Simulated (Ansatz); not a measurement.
CH8Al2Ge, SMILES `[AlH2][CH2][AlH][GeH3]`. The species carries charge 0 and has multiplicity 1.

Z-matrix (Å, degrees):
```
C
Al 1 1.936
Al 1 1.938 2 118.0
H 1 1.097 2 107.3 3 -121.2
H 1 1.097 2 107.2 3 120.4
Ge 2 2.479 1 120.6 3 -89.6
H 2 1.591 1 119.8 3 88.6
H 3 1.588 1 119.8 2 86.9
H 3 1.588 1 120.1 2 -91.6
H 6 1.544 2 111.9 1 117.5
H 6 1.543 2 112.2 1 -123.7
H 6 1.542 2 113.2 1 -2.9
```

Task: What are the harmonic wavenumbers in cm⁻¹ at PBE0-D4/def2-TZVP (Ansatz, finite differences of forces, unscaled)? (Estimate.)

Result: The calculation gave: 26, 30, 83, 124, 143, 305, 320, 396, 418, 448, 523, 576, 620, 697, 714, 787, 790, 827, 882, 886, 887, 1342, 1903, 1916, 1922, 2114, 2120, 2125, 3030, 3107.

Task: Is this a minimum?

Result: Yes, all 30 modes are real.

Task: Give the ideal-gas thermochemistry at 298.15 K and 1 bar (rigid rotor, harmonic oscillator; point group C1, symmetry number 1).

Result: Zero-point energy 179.8 kJ/mol; H(298) − E = 207.4 kJ/mol; entropy 417.9 J/(mol·K), of which translation 171.1, rotation 120.6, vibration 126.2; G(298) − E = 82.8 kJ/mol. Modes under 100 cm⁻¹ are hindered rotations or soft bends, so the harmonic entropy is rough.

Task: And at 400, 500, 600, 800 and 1000 K?

Result: 
```tsv
T (K)	H − E (kJ/mol)	S (J/mol/K)	G − E (kJ/mol)
400	223.1	463.1	37.9
500	240.6	502.0	-10.4
600	259.7	536.8	-62.4
800	301.5	596.8	-175.9
1000	346.9	647.4	-300.5
```

Task: Rotational constants (cm⁻¹)?

Result: 0.1987, 0.02762, 0.02554.
